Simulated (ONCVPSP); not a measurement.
# Scattering properties, ONCV potential for Rb

- Element: Rb
- Generator: ONCVPSP 4.0.1
- Type: optimised norm-conserving Vanderbilt (ONCV)
- Functional: PBE
- Relativity: scalar-relativistic
- Frozen core: [Ar] 3d10
- Valence charge: 9
- Reference configuration: 4s2 4p6 (charge +1)
- Partial waves: 4s: rc 2.20 bohr, ncon 5, nbas 9, qcut 7 1/bohr, local; 4p: rc 2.35 bohr, ncon 4, nbas 9, qcut 6.7 1/bohr, 2 projectors, debl 0.8 Ha; d scattering state at 0.03 Ha: rc 2.30 bohr, ncon 4, nbas 6, qcut 3.8 1/bohr, 3 projectors, debl 3.3 Ha; f scattering state at 0.23 Ha: rc 2.20 bohr, ncon 4, nbas 7, qcut 5 1/bohr, 2 projectors, debl 3.8 Ha
- Local potential: the s channel
- Core correction: polynomial model core, fcfact 0.55

In the d channel the program set the typed energies aside and used 0.050, 3.350, 6.650 Ha.

The phase is arctan(r·R′/R) of the radial function R(r), unwrapped; energies in Ha, scanned from -3 to 5 Ha. A pole is an energy at which the radial function vanishes at the test radius. The pseudo phase is shifted by a multiple of π to meet the all-electron one at the reference energy, and phase errors are pseudo minus all-electron; the curves can meet again beyond the range given. Levels narrower than the energy grid can be missing from the lists of poles.

For each channel, where are the poles, and over which energies does the pseudopotential scatter like the atom?

```tsv
channel	radius (bohr)	reference energy (Ha)	poles, all-electron	poles, pseudo	unbroken range about the reference energy with phases within 0.05 rad	phase error 1 Ha above the reference energy (rad)
s	2.24	-1.38	-1.07, 3.78	-1.07, 3.20	below 0.1	-0.013
p	2.39	-0.80	-0.43, 3.68	-0.43, 3.20	below 3.3	-0.000
d	2.34	0.05	0.89	0.89	the whole range	-0.000
f	2.24	0.23	2.27	2.27	the whole range	-0.000
```

Phases in the s channel:

| E (Ha) | all-electron | pseudo |
| --- | --- | --- |
| -2.98 | 1.260 | 1.259 |
| -2.76 | 1.226 | 1.225 |
| -2.54 | 1.178 | 1.176 |
| -2.32 | 1.101 | 1.098 |
| -2.10 | 0.959 | 0.954 |
| -1.88 | 0.606 | 0.597 |
| -1.66 | -0.401 | -0.408 |
| -1.44 | -1.203 | -1.203 |
| -1.22 | -1.476 | -1.476 |
| -1.00 | -1.606 | -1.608 |
| -0.78 | -1.691 | -1.696 |
| -0.56 | -1.763 | -1.771 |
| -0.34 | -1.835 | -1.849 |
| -0.12 | -1.919 | -1.945 |
| 0.10 | -2.033 | -2.082 |
| 0.32 | -2.208 | -2.311 |
| 0.54 | -2.510 | -2.737 |
| 0.76 | -3.028 | -3.387 |
| 0.98 | -3.624 | -3.914 |
| 1.20 | -4.019 | -4.199 |
| 1.42 | -4.238 | -4.356 |
| 1.64 | -4.367 | -4.454 |
| 1.86 | -4.452 | -4.520 |
| 2.08 | -4.511 | -4.569 |
| 2.30 | -4.555 | -4.606 |
| 2.52 | -4.590 | -4.638 |
| 2.74 | -4.619 | -4.665 |
| 2.96 | -4.643 | -4.688 |
| 3.18 | -4.664 | -4.711 |
| 3.40 | -4.683 | -4.732 |
| 3.62 | -4.700 | -4.754 |
| 3.84 | -4.717 | -4.776 |
| 4.06 | -4.733 | -4.801 |
| 4.28 | -4.750 | -4.830 |
| 4.50 | -4.766 | -4.865 |
| 4.72 | -4.784 | -4.912 |
| 4.94 | -4.804 | -4.979 |
